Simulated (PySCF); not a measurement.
**C$_{5}$H$_{10}$OSi: full NMR table**

- Formula: C5H10OSi
- SMILES: C[C@@]12C[C@@H]1[C@H]2O[SiH3]
- Point group of the computed structure: C1
- Degrees of unsaturation: 2
- Carbon signals: 5
- Proton signals: 6

Molfile (atoms numbered from 1):
```
C5H10OSi
     RDKit          3D

 17 18  0  0  0  0  0  0  0  0999 V2000
   -1.6507   -0.8759   -0.2731 C   0  0  0  0  0  0  0  0  0  0  0  0
   -0.9027    0.4033   -0.1635 C   0  0  2  0  0  0  0  0  0  0  0  0
   -1.2232    1.6962    0.5196 C   0  0  0  0  0  0  0  0  0  0  0  0
    0.0795    1.0089    0.7864 C   0  0  2  0  0  0  0  0  0  0  0  0
    0.4561    0.8152   -0.6488 C   0  0  1  0  0  0  0  0  0  0  0  0
    1.3650   -0.1465   -1.0177 O   0  0  0  0  0  0  0  0  0  0  0  0
    2.1874   -1.2515   -0.1672 Si  0  0  0  0  0  4  0  0  0  0  0  0
   -2.4486   -0.7867   -1.0109 H   0  0  0  0  0  0  0  0  0  0  0  0
   -0.9773   -1.6708   -0.5883 H   0  0  0  0  0  0  0  0  0  0  0  0
   -2.0962   -1.1497    0.6834 H   0  0  0  0  0  0  0  0  0  0  0  0
   -1.9704    1.6661    1.3022 H   0  0  0  0  0  0  0  0  0  0  0  0
   -1.2232    2.6204   -0.0494 H   0  0  0  0  0  0  0  0  0  0  0  0
    0.5581    0.6932    1.6872 H   0  0  0  0  0  0  0  0  0  0  0  0
    0.5552    1.6875   -1.2966 H   0  0  0  0  0  0  0  0  0  0  0  0
    1.3172   -2.1408    0.6118 H   0  0  0  0  0  0  0  0  0  0  0  0
    3.1180   -0.6190    0.7724 H   0  0  0  0  0  0  0  0  0  0  0  0
    2.8488   -1.9380   -1.2638 H   0  0  0  0  0  0  0  0  0  0  0  0
  2  1  1  1
  2  3  1  0
  3  4  1  0
  4  5  1  0
  5  6  1  0
  6  7  1  0
  4  2  1  0
  5  2  1  0
  1  8  1  0
  1  9  1  0
  1 10  1  0
  3 11  1  0
  3 12  1  0
  4 13  1  1
  5 14  1  6
  7 15  1  0
  7 16  1  0
  7 17  1  0
M  END
```

How the numbers were obtained: GFN2-xTB geometry, PBE0/pcSseg-1 with gauge-including orbitals, in PySCF 2.14.0 with density-fitted response routines (no relativistic terms, one conformer, averaged over atoms made equivalent by symmetry, fast rotation or ring inversion, in vacuum).

δ = σ(ref) − σ, references computed at the same level: TMS for ¹H and ¹³C and ²⁹Si; ¹⁷O against H2O.

| carbon | δC, type | δH (multiplicity) | HMBC from (2–3 bonds) | span of the C tensor (ppm) |
| --- | --- | --- | --- | --- |
| C1 | 9.2, CH3 | 1.68 (s) | H14, H13, H11, H12 | 25 |
| C2 | 10.7, C | – | H14, H8/H9/H10, H13, H11, H12 | 67 |
| C3 | 19.2, CH2 | H11 0.88 (m); H12 -0.12 (m) | H14, H8/H9/H10, H13 | 41 |
| C4 | 7.5, CH | 1.52 (m) | H14, H8/H9/H10, H11, H12 | 59 |
| C5 | 69.7, CH | 2.74 (m) | H15/H16/H17, H8/H9/H10, H13, H11, H12 | 85 |

Other nuclei:
| atoms | nucleus | environment | δ (ppm) | σ (ppm) |
| --- | --- | --- | --- | --- |
| H15/H16/H17 | ¹H | hydrogen on a silicon bonded to O | 4.81 | 26.91 |
| Si7 | ²⁹Si | silicon bonded to O, 3 H | -45.1 | 394.2 |
| O6 | ¹⁷O | oxygen bonded to C, Si | 26.5 | 309.5 |

- Carbon types of the structure: 1 × C, 2 × CH, 1 × CH2, 1 × CH3, leaving 3 H on heteroatoms.
- δC 69.7, 19.2, 10.7, 7.5: three-membered-ring carbon.
- δC 9.2: methyl carbon; saturated and bonded to C and H only.
- δH 4.81: hydrogen on a silicon bonded to O.
- δH 2.74, 1.52, 0.88, -0.12: hydrogen on a three-membered-ring carbon.
- δH 1.68: hydrogen on a methyl carbon; far from electronegative atoms and π systems.

Shifts are as computed. Against solution values, carbons near 30 ppm lie about +3 ppm off and those near 130 ppm about +5 ppm. Of 1211 compounds with measured shifts, 218 miss one by over three times the rms of a fit or turn the order of signals round; such compounds aren't used in these exercises. Experimental scales use liquid or dissolved standards, which lie at an offset from isolated H2O (liquid H2O: subtract about 36 ppm). Multiplicities follow the n + 1 count of equivalent neighbours, as no J values were calculated; m marks all less simple cases, F and P coupling included.
